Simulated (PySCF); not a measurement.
**Electron correlation in Mn (manganese, neutral)**

[Ar] 3d5 4s1 4p1, high-spin 8P determinant (an excited configuration). Computed with PySCF 2.14 in x2c-TZVPPall, with the spin-free X2C one-electron Hamiltonian (Gaussian nucleus). Frozen: [Ne]; 15 electrons correlated.

```json
{"level": "CCSD", "correlation energy (mhartree)": "-416.59"}
{"level": "(T)", "correlation energy (mhartree)": "-8.57"}
{"level": "CCSD(T)", "correlation energy (mhartree)": "-425.16"}
```

Diagnostics: T1 = 0.011, D1 = 0.0408, largest double amplitude 0.042.

Problem. Is a single reference adequate?

Solution. Yes: T1 lies below 0.03 and no double amplitude reaches 0.07.

The basis was made for the ground configuration and has no added diffuse functions, which can raise the energy of the promoted electron.

This basis was not built for core-valence correlation, so the inner-shell part is incomplete.
